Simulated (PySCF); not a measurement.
Ga(OH)2(SMe) (CH₅GaO₂S), SMILES C[S][Ga]([OH])[OH].

The structure is a stationary point at B3LYP-D3(BJ)/def2-SVP. The structure was generated by enumeration; whether it is a known compound was not checked. Other conformers were not sampled.

Method: PBE/def2-TZVP (PySCF).

total energy: -2514.12498 hartree
point group: Cs
highest occupied level: -5.89 eV
lowest empty level: -1.79 eV
orbital gap: 4.10 eV
dipole moment: 0.488 e·Å
quadrupole, principal values (traceless, Buckingham form, about the centre of nuclear charge): -10.23, -2.61, 12.84 D·Å
mean static polarisability: 67.8 bohr³ (10.05 Å³)
polarisability, principal values: 49.3, 67.0, 87.2 bohr³
